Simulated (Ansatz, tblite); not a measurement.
Cost and result up the ladder for TaSeCl3 (5 atoms). The state is a singlet with charge 0. Geometry: r2SCAN-D4/def2-SVP.

Cartesian coordinates in Å:
```
Ta 0.004 0.021 -0.028
Se -0.271 -1.336 1.788
Cl 1.066 1.925 0.671
Cl -2.071 0.500 -0.868
Cl 1.272 -1.109 -1.563
```

Ansatz on 4 threads of Arm Neoverse V2 on a shared host; xTB runs through tblite on one thread. Times are rough, summed over both states, and most runs start from the orbitals of an earlier one. No level here is sound enough to serve as a yardstick. The other state is a doublet.

In the def2 sets Ta takes a core potential; there is no spin–orbit coupling. The xTB rows come from tblite. Correlated methods freeze 24 core orbitals; core or outer-core shells of Ta, Se are correlated, in sets that lack core-valence functions. The rows differ in basis, and correlated rows in double-zeta sets carry the largest basis error. HOMO above LUMO, or a gap near zero within one spin, warns that the state may not be the lowest or that an electron is smeared out.

Correlated methods converge slowly with the basis, most of all in double-zeta sets.

Raw xTB energies of ions are shifted by several eV.

```tsv
level	functions	wall time	vertical IE (eV)	remarks
GFN1-xTB	45	0.011 s	14.51	–
GFN2-xTB	45	0.012 s	13.57	–
PBE-D4/def2-TZVP (with forces)	199	16 s	9.49	gap within one spin near zero (+1 doublet)
CCSD(T)/def2-SVP	118	67 s	9.60	–
```
